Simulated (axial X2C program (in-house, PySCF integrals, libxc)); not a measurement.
Worked dissociation energy of HfH: CCSD, scalar-relativistic

Calculated with an axial X2C code built on PySCF integrals. Spin-free means the one-electron spin-free X2C Hamiltonian. Basis: Hf dyall-cv3z [13s14p9d7f4g], H dyall-v3z [6s2p1d] (cores contracted in-house); Gaussian nuclei, density fitting, unrestricted open shells. Masses: Hf 179.947 u, H 1.008 u.

Molecular state: M_S = 1/2, Λ = 2 (beyond evenly filled blocks: δ+α).

Correlated methods: 5 electrons correlated (number of frozen shells: Hf 5 s, 4 p, 2 d, 1 f; H none), 249 virtual spin orbitals or spinors in MP2, 88 natural virtuals in coupled cluster.

```
E(Hf) (2M_S = 2, M_L = 2) : -15073.654229 hartree
E(H) (2M_S = 1, M_L = 0)  : -0.500004 hartree
E(HfH) at Re              : -15074.257423 hartree
ωe                        : 1669.8 cm⁻¹
ωexe                      : 21.5 cm⁻¹
```

(1) Work out De and D0.

The state is a single determinant with fixed occupations, the lowest that a limited PBE0 search found. De is counted from the lowest determinant-based energies of the atoms at the same level, without counterpoise correction. CCSD ran in a truncated set of natural virtual spinors with an MP2 remainder; without triples it tends to underbind. Other states lie close and PBE0, whose exact exchange favours high spin, may order them wrongly; the determinant shown need not be the ground state. The nearest other spin-free determinant of the search, M_S = 1/2, Λ = 1, lies 0.10 eV up at the distance of the search. The outer-core s and p shells of the metal are frozen in the correlated rows, which leaves out core–valence correlation; for alkali and alkaline-earth bonds that tends to lengthen them. The determinant is spin-polarised beyond a pure state at some levels (its spin-free form has ⟨S²⟩ too high), which makes Re and μ there less reliable. The T1 diagnostic is large, a sign of multireference character. With the outer-core shells frozen, correlated bond lengths of heavy atoms tend to come out a few hundredths of an ångström too long.

Each atomic determinant is the lowest at this level and need not be a pure term. Totals compare only within one Hamiltonian and basis.

Results:

(1) De = -15073.654229 + (-0.500004) − (-15074.257423) = 0.10319 hartree = 2.808 eV. The zero-point energy is ωe/2 − ωexe/4 = 830 cm⁻¹ = 0.103 eV, so D0 = 2.705 eV.
